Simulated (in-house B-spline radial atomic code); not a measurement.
# wB97X excitations of the titanium ion Ti⁴⁺

Method: wB97X. Computed with an all-electron radial atomic-structure program (B-spline basis): linear response of the closed shell [Ne] 3s2 3p6 with the functional's adiabatic kernel; non-relativistic, point nucleus, no spin-orbit coupling, no double excitations, S, P, D and F terms only. Only terms of natural parity with L up to 3 were computed.

Command:
```bash
python run_td.py task.json out
```
Settings (radii: box in bohr, nucleus in fm):
```
Z                        22
electrons                18
configuration            [Ne] 3s2 3p6
hamiltonian              nr
method                   wb97x
box_radius               19.1
intervals                53
```

Cost of the run: 1.1 s on 1 thread of Arm Neoverse N1, on a shared host.

The lowest states, in the order of their Tamm-Dancoff energies; the method's threshold (minus the highest occupied level) is 94.63 eV. Labels give the largest channel, * marks a mixed state, and oscillator strengths are full-response dipole values. Semilocal kernels can invert the small singlet-triplet splittings of Rydberg terms. Energies in eV:

```csv
state,full response,Tamm-Dancoff,oscillator strength
3p → 3d 3P,?,?,-
3p → 3d 3F,34.92,35.07,-
3p → 3d 1F,37.82,37.84,-
3p → 3d 1P,?,?,?
3p → 4s 3P,53.45,53.47,-
3p → 4s 1P,54.08,54.24,0.0999
3p → 4p 3S,58.85,58.89,-
3p → 4p 3D,59.49,59.51,-
3p → 4p 1D,59.86,59.87,-
3s → 3d 3D,60.59,60.63,-
```

(1) Where does 3p → 3d 3P lie?

(2) Where does 3p → 3d 1P lie?

(3) How large is the singlet-triplet splitting of 3p → 3d (F terms) in Tamm-Dancoff?

(4) What polarisabilities and dispersion coefficient does the method give?

Answers

(1) At 34.30 eV in full response, 34.42 eV in Tamm-Dancoff.

(2) At 48.63 eV in full response, 50.71 eV in Tamm-Dancoff, oscillator strength 4.29.

(3) 2.77 eV, from the unrounded values.

(4) Dipole 1.491 bohr³, quadrupole 1.954 bohr⁵, C6 3.236 hartree·bohr⁶ for two such species.
